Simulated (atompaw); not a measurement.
Pseudopotential generation for caesium (Cs): PAW (atompaw), PBE, scalar-relativistic.

caesium (Cs), PAW, made with atompaw 4.2.0.5 (PBE, scalar-relativistic). Core [Xe], reference 5d0 6s1 6p0. Waves: 6s (bound): rc 3.00 bohr; 6s channel at 0.7 Ry: rc 2.00 bohr; 6p (bound, empty): rc 3.00 bohr; 6p channel at 0.4 Ry: rc 3.00 bohr; 5d (bound, empty): rc 3.00 bohr; 5d channel at 2.05 Ry: rc 3.00 bohr. Local part: bessel scheme, radius 2.45 bohr. Core correction: smooth core density matched at 1.90 bohr. Augmentation charge: besselshape compensation charge, radius 2.55 bohr; PAW radius 3.00 bohr; waves and projectors: custom rrkj vanderbiltortho.

All-electron outer shells of the reference configuration (PBE, scalar-relativistic, ld1.x):

| shell | level (eV) | outermost node (bohr) | outermost maximum (bohr) |
| --- | --- | --- | --- |
| 5s | -26.73 | 0.82 | 1.54 |
| 5p | -13.52 | 0.89 | 1.79 |
| 6s | -2.09 | 2.11 | 4.80 |
| 6p | -0.74 | 2.61 | 6.72 |
| 5d | -0.38 | 1.06 | 3.51 |

Calculated quality:

| Quantity | Value |
| --- | --- |
| Cutoffs needed | 8 Ry and 10 Ry (the cutoffs (Ry, on a coarse ladder) from which the occupation-weighted sum of valence levels, in a spherical-Bessel basis at the reference potential, stays within 10 and 1 mRy of its value at 400 Ry) |
| Ghost test | ghost states, extra bound levels that the all-electron valence spectrum of the same l lacks: s at -30.4 eV, p at -13.6 eV; a true bound ghost makes a file unfit for plane-wave use (spherical-Bessel basis up to 400 Ry, 20 bohr box) |
| Lowest eigenvalue of the overlap operator | 0.04 (s channel) |
| Overlap eigenvalues printed by atompaw (projector basis) | 0.0433, 0.0505, 0.133, 48.9, 1.62e+03, 1.88e+03 |
| Share of each valence orbital outside the PAW sphere | 6s 94 %, 6p 98 %, 5d 84 % |

Generation and tests took about 9.2 s on one core of a shared server CPU.
